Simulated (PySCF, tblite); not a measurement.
Species: C₆H₁₀N₂S.
Structure used (GFN2-xTB), in Å, numbered top down from 1:
```xyz
19
C6H10N2S angstrom
C     -1.106    1.017   -0.740
C     -0.436   -0.136    0.018
C     -0.691    0.006    1.524
C     -0.993   -1.471   -0.476
C      1.045   -0.071   -0.224
C      1.896    1.015    0.105
N      3.149    0.810   -0.216
S      3.281   -0.660   -0.896
N      1.712   -1.056   -0.785
H     -0.898    0.941   -1.805
H     -2.182    0.979   -0.594
H     -0.744    1.980   -0.388
H     -0.326    0.961    1.895
H     -1.758   -0.057    1.726
H     -0.189   -0.789    2.071
H     -0.804   -1.589   -1.539
H     -2.065   -1.517   -0.299
H     -0.514   -2.297    0.044
H      1.614    1.941    0.569
```

Computed, not measured: PBE0/pcSseg-1 in PySCF (dipole) on a GFN2-xTB geometry, gas phase.

Take the most abundant isotopes and a rigid rotor. 

(1) Give the principal moments of inertia and the rotational constants in MHz.

(2) Classify the top.

(3) Is it planar, by Δ = Ic − Ia − Ib?

(4) Give the other two planar moments, Paa and Pbb, and the rms extents of the mass along the axes.

(5) List the rotational levels J(Ka,Kc) to J = 3 (MHz).

(6) Which types of transition are allowed, and where do some lines up to J = 5 fall?

(7) Estimate the classical rotational partition function at 25 K, 100 K and 298.15 K.

Answers

(1) Ia = 173.63, Ib = 518.29, Ic = 581.15 u·Å²; 505379 MHz·u·Å²/I gives A = 2911, B = 975.1, C = 869.6 MHz.

(2) An asymmetric top; Ray's κ = -0.897.

(3) Not planar: Δ = Ic − Ia − Ib = -110.77 u·Å². For a rigid frame Δ = −2 Σ m c², so Σ m c² = 55.38 u·Å² lies off the ab plane: 17.47 from hydrogen and 37.91 from heavier atoms. The atom farthest from that plane is 2.15 Å away.

(4) Paa = Σ m a² = (Ib + Ic − Ia)/2 = 462.91 and Pbb = Σ m b² = (Ia + Ic − Ib)/2 = 118.25 u·Å². With the mass M = 142.06 u, the rms extents √(P/M) along a, b and c are 1.81, 0.91, 0.62 Å.

(5) Above 0(0,0):
J = 1: 1(0,1) 1845, 1(1,1) 3780, 1(1,0) 3886
J = 2: 2(0,2) 5530, 2(1,2) 7364, 2(1,1) 7681, 2(2,1) 13487, 2(2,0) 13492
J = 3: 3(0,3) 11047, 3(1,3) 12738, 3(1,2) 13370, 3(2,2) 19022, 3(2,1) 19042, 3(3,1) 28966, 3(3,0) 28966

(6) The dipole components are |μa| = 2.00 D, |μb| = 0.55 D, |μc| = 0.00 D; the mirror of this Cs structure is the ab plane, so μc vanishes by symmetry and there are no c-type lines. The squared components, which scale the intensities, stand as 1.00 : 0.08 (a : b). Some lines, for components of 0.1 D or more:

```
type  branch         J(Ka,Kc)    MHz  lower level (cm⁻¹)
   b       Q  1(1,0) ← 1(0,1)   2041               0.062
   b       R  3(0,3) ← 2(1,2)   3683               0.246
   a       R  2(0,2) ← 1(0,1)   3685               0.062
   b       Q  5(2,3) ← 5(1,4)   5337               1.015
   b       Q  4(2,2) ← 4(1,3)   5508               0.699
   b       Q  3(2,1) ← 3(1,2)   5672               0.446
   a       R  4(3,1) ← 3(3,0)   7388               0.966
   a       R  4(2,2) ← 3(2,1)   7417               0.635
   a       R  5(1,5) ← 4(1,4)   8943               0.664
   a       R  5(4,2) ← 4(4,1)   9233               1.677
   b       R  4(2,3) ← 3(1,2)  13027               0.446
   b       Q  5(4,2) ← 5(3,3)  13907               1.521
   b       R  4(4,0) ← 3(3,1)  21298               0.966
   b       R  5(4,1) ← 4(3,2)  23144               1.213
```

(7) Point group Cs, symmetry number σ = 1; q = (√π/σ)·√((kT/h)³/(ABC)), k/h = 20836.6 MHz/K: 13400 at 25 K, 107000 at 100 K, 552000 at 298.15 K.

Its GFN2-xTB frequencies are all real (lowest 31 cm⁻¹). These are rigid-rotor constants of the computed structure; measured ground-state constants (B0) also hold zero-point vibration. A rigid rotor knows nothing of internal rotation, which can split or shift real lines. Quadrupole hyperfine structure (14N) is left out.
